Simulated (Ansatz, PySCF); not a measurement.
Gas-phase reaction (SMILES): O[Si](O)(O)S [thiosilicic acid] + [H][H] (H2) → O[SiH](O)O + S (H2S); hydrogen cleaves one Si-S bond, a model of a ligand-exchange step.

Each molecule is optimised on its own at B3LYP-D3(BJ)/def2-TZVP (Ansatz, an electronic-structure program), one conformer each, not searched for the lowest. Cores are frozen in the correlated levels unless marked. No spin-orbit coupling. Non-relativistic. Basis-set limits of correlation are two-point, X^-3; Hartree-Fock from the larger set. Thermal terms are rigid-rotor harmonic-oscillator values from B3LYP-D3(BJ) frequencies (Ansatz or PySCF) at 298.15 K and 1 atm. 1 Eh = 627.5095 kcal/mol.

| species | E, CCSD(T)/CBS(aug-cc-pV(T+d)Z,aug-cc-pV(Q+d)Z) (Ansatz) (Eh) | E, wB97X-V/def2-TZVPD (Ansatz) (Eh) | H - E (Eh) |
|---|---|---|---|
| O[Si](O)(O)S | -914.97063 | -915.90816 | 0.06153 |
| [H][H] (H2) | -1.17444 | -1.17238 | 0.01336 |
| O[SiH](O)O | -517.15971 | -517.72169 | 0.05830 |
| S (H2S) | -398.96772 | -399.34268 | 0.01881 |

Question: Work out ΔE and ΔH at 298.15 K at the first level, then ΔH at the second.

Answer: 
1. ΔE = [(-517.15971) + (-398.96772)] - [(-914.97063) + (-1.17444)] = 0.01764 Eh = 11.1 kcal/mol at CCSD(T)/CBS(aug-cc-pV(T+d)Z,aug-cc-pV(Q+d)Z).
2. The terms H - E add up to 0.00222 Eh, so ΔH = (0.01764 + (0.00222))×627.5095 = 12.5 kcal/mol.
3. At wB97X-V/def2-TZVPD the same steps give ΔE = 10.1 and ΔH = 11.5 kcal/mol, a shift of -1.0 from the first level.
4. These values are not checked against measurement here, since the tables used lack a sound gas-phase enthalpy of formation for at least one species.
